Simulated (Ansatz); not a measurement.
Reactions of `C[Te][AsH]O`.

Gas-phase electronic energies from Ansatz, PBE0-D4/def2-TZVP geometries. CBS: MP2 limit from def2 TZ/QZ plus the TZ coupled-cluster correction, frozen cores. This one scheme is used for every species. Elements past krypton have def2 core potentials. For As, Te outer-core shells are correlated without core-valence functions, which leaves a few kJ/mol of doubt a bond. Scalar relativity is left out up to krypton. Each species was taken in one conformer, which may not be the lowest.

Question: Order these by ΔE at CCSD(T)/CBS, lowest first. (Best estimate.)
A. `C[Te][AsH]O` + `C[SiH2]C(C)=S` → `C[Te]C(C)=S` + `C[SiH2][AsH]O`
B. `C[Te][AsH]O` + `BF` → `C[Te]BF` + `O[AsH2]`
C. `C[Te][AsH]O` + `[OH][AlH][SiH3]` → `C[Te][AlH][SiH3]` + `O[AsH]O`
D. `C[Te][AsH]O` + `[AlH2][SiH3]` → `C[Te][AlH][SiH3]` + `O[AsH2]`
E. `C[Te][AsH]O` + `OBF` → `C[Te]BF` + `O[AsH]O`
F. `C[Te][AsH]O` + `CNC(C)=N` → `C[Te]C(C)=N` + `CN[AsH]O`

Answer: D (-62.5 kJ/mol), B (+11.9 kJ/mol), A (+37.5 kJ/mol), C (+70.5 kJ/mol), F (+85.2 kJ/mol), E (+152.2 kJ/mol).

Largest T1 diagnostic: 0.016, for `C[Te]C(C)=S`.
